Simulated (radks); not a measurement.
Values are calculated unless marked as measured or tabulated.
Valence configurations of Cd II (all share [Kr]). Code: a radial shooting solver on a logarithmic mesh with Libxc functionals. Model: Dirac Kohn-Sham, PBE, spin-unpolarised, spherical densities, finite nucleus; open shells fill j = l - 1/2 first; Fermi nuclear charge, rms radius 4.6087 fm. Energies are relative to 4d10 5s1; eigenvalues in eV.

valence           E (eV)  e(4d3/2)  e(4d5/2)  e(5p1/2)  e(5p3/2)  e(5s1/2)
4d10 5s1           0.000   -20.933   -20.228         -         -   -13.057
4d9 5s1 5p1       14.443   -26.349   -25.597    -9.311         -   -15.426
4d9 5p2           20.628   -27.626   -26.870    -9.955         -         -
4d10 5p1           5.533   -22.361   -21.652    -8.355         -         -
4d7 5s2 5p2       47.327   -35.955   -35.111   -11.762         -   -18.971
4d10 5s0.5 5p0.5   2.745   -21.659   -20.952    -7.991         -   -13.524
4d8 5s1 5p2       32.607   -31.722   -30.922   -10.862         -   -17.598
4d9.5 5s1 5p0.5    6.763   -23.648   -22.920    -8.482         -   -14.269
4d7 5p4           63.229   -38.536   -37.684   -13.009   -12.375         -
4d9.5 5p1.5       12.628   -24.995   -24.262    -9.172         -         -

NIST lists [Kr] 4d10 5s1 as the ground configuration; this level of theory agrees among the configurations tried. The energies are those of spherical spin-averaged densities, not of single terms.
